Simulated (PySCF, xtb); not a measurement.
WO2F, SMILES [W](=[O])([F])=[O] (connectivity only; charge and spin as stated), neutral, multiplicity 2.

Harmonic wavenumbers (cm⁻¹) from GFN2-xTB (xtb 6.7.1) at its own minimum, in rising order: 110, 194, 238, 459, 801, 807.

### Question
What does r2SCAN-D4/def2-TZVP (PySCF) give at its own minimum? (The exact figures need the calculation; the answer reports its results.)

### Answer
133, 208, 333, 688, 994, 1040. Paired by order, the mean absolute difference is 131 cm⁻¹ and the zero-point energies are 3.7 and 4.9 kcal/mol.
